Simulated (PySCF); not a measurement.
**Where the electron goes**

YBr3 (singlet state).
Structure used (PBE0-D3(BJ)/def2-SVP), in Å, numbered top down from 1:
```
atom  x, y, z in Å
Y1     0.024    0.000    0.173
Br2    2.610    0.011    0.169
Br3   -1.324    2.162   -0.169
Br4   -1.311   -2.172   -0.173
```

Method: TDDFT B3LYP/def2-SVPD, vertical, gas phase, core orbitals frozen in the response, def2 core potentials past Kr (PySCF). Spin–orbit coupling is left out. The geometry optimisation had not met its thresholds, so the values belong to a structure short of the stationary point.

Kohn–Sham orbitals with the atoms that hold most of them (Löwdin shares over 4%, at most four atoms; ? is withheld):

```csv
orbital,ε (eV),atoms
LUMO+2,-2.20,"Y1 78%, Br2 13%, Br4 5%, Br3 4%"
LUMO+1,-2.24,"Y1 79%, Br3 10%, Br4 10%"
LUMO,?,?
HOMO,-8.23,"Br4 34%, Br3 33%, Br2 30%"
HOMO-1,-8.54,"Br2 47%, Br4 22%, Br3 20%, Y1 11%"
HOMO-2,-8.57,"Br2 52%, Br3 20%, Br4 19%, Y1 8%"
HOMO-3,-8.59,"Br4 39%, Br3 39%, Br2 11%, Y1 11%"
```

(1) Give the leading atoms of the LUMO.

(2) What is the LUMO energy, and the HOMO–LUMO gap?

## Answers

(1) Y1 (bonded to 3 Br) 84%; Br2 (bonded to Y) 6%; Br3 (bonded to Y) 5%; Br4 (bonded to Y) 5%. By element: yttrium 84%, bromine 16%.

(2) ε(LUMO) = -3.30 eV; the gap is 4.93 eV (0.1813 hartree).

Q: The HOMO–LUMO gap is 4.93 eV. Where does the response calculation put the lowest singlet, and from which orbitals?

A: S1 is at 3.97 eV (f = 0.0000), 0.96 eV below the gap, made of HOMO→LUMO (100%). Without the coupling terms of the response equations the lowest excitation would equal the gap.

For S1 the Löwdin share of yttrium is at most 4% in HOMO and 84% in LUMO (ligand-to-metal charge transfer by this measure).

Next come S2 at 4.26 eV (f 0.0034), HOMO-1→LUMO (100%); S3 at 4.29 eV (f 0.0041), HOMO-3→LUMO (70%), HOMO-2→LUMO (30%); S4 at 4.34 eV (f 0.037), HOMO-2→LUMO (69%), HOMO-3→LUMO (30%); S5 at 4.40 eV (f 0.0003), HOMO-4→LUMO (100%).

Löwdin shares depend on the basis, the more so with diffuse functions.

Hardware: one thread of an Arm Neoverse V2, no GPU, on a shared host. Cost: 1.8 min of wall time.
